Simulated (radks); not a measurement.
Sb+, configuration [Kr] 4d10 5s1 5p2 4f1 (not the ground configuration). Method: scalar-relativistic Kohn-Sham, PBE, spin-polarised, spherical densities, point nucleus; open shells are filled with parallel spins first (spin-orbit coupling, left out, can overturn this in heavy ions); computed with a radial shooting solver on a logarithmic mesh with Libxc functionals.

Normalised radial functions P(r) = r R(r), r in bohr:

r,5s up,5p up
0.001594,0.0314,0.0008
0.002213,0.0412,0.0014
0.003048,0.0529,0.0025
0.004198,0.0667,0.0043
0.005781,0.0818,0.0076
0.008025,0.0968,0.0132
0.01105,0.1072,0.0225
0.01522,0.1075,0.0371
0.02096,0.0893,0.0590
0.02909,0.0428,0.0892
0.04007,-0.0315,0.1223
0.05518,-0.1188,0.1461
0.07599,-0.1758,0.1369
0.1055,-0.1384,0.0653
0.1453,0.0200,-0.0662
0.2,0.2137,-0.1949
0.2755,0.2460,-0.1993
0.3824,-0.0119,-0.0003
0.5267,-0.3438,0.2674
0.7253,-0.3477,0.3308
0.9988,0.0948,0.0485
1.387,0.6285,-0.4106
1.909,0.8078,-0.7069
2.629,0.5862,-0.6673
3.621,0.2455,-0.3841
5.027,0.0524,-0.1259
6.923,0.0054,-0.0230
9.533,0.0002,-0.0018
13.13,0.0000,0.0000
18.22,0.0000,0.0000
25.1,0.0000,0.0000

5s up: eigenvalue -27.160 eV, 4 radial nodes at r = 0.0354, 0.141, 0.378, 0.946 bohr, <r> = 2.08 bohr, 90 % of the charge inside 3.00 bohr. 5p up: eigenvalue -17.726 eV, 3 radial nodes at r = 0.125, 0.383, 1.04 bohr, <r> = 2.46 bohr, 90 % of the charge inside 3.59 bohr.
